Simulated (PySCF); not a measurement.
# Te²⁺ (tellurium, charge +2) across methods

[Kr] 4d10 5s1 5p3, high-spin 5S determinant (an excited configuration). Computed with PySCF 2.14 in aug-cc-pwCVTZ-PP with ECP28MDF (8s7p6d4f1g, 96 functions), with a scalar-relativistic core potential.

```tsv
method	E (hartree)	mean ε 4d β (eV)	mean ε 5s α (eV)	mean ε 5p α (eV)	Σ⟨r²⟩ (bohr²)	⟨S²⟩
B3LYP	-266.7624	-63.886	-36.484	-25.099	38.96	6.001
PBE	-266.6707	-61.246	-34.880	-24.196	38.96	6.001
LDA	-266.2557	-61.300	-35.046	-24.272	38.99	6.001
UHF	-265.85092	-73.015	-42.828	-28.946	39.22	6.003
PBE0	-266.7069	-64.503	-37.084	-25.549	38.92	6.001
r2SCAN	-266.8095	-62.116	-35.821	-24.703	38.78	6.003
BLYP	-266.6231	-61.102	-34.531	-23.837	39.00	6.001
M06-2X	-266.6560	-67.636	-39.283	-26.790	38.76	6.001
```

Problem. Estimate the same row for wB97X-V.

Solution. E (hartree) = -266.6679; mean ε 4d β (eV) = -66.992; mean ε 5s α (eV) = -39.827; mean ε 5p α (eV) = -27.741; Σ⟨r²⟩ (bohr²) = 39.02; ⟨S²⟩ = 6.001.

Energies and moments cover only the electrons outside the core potential.
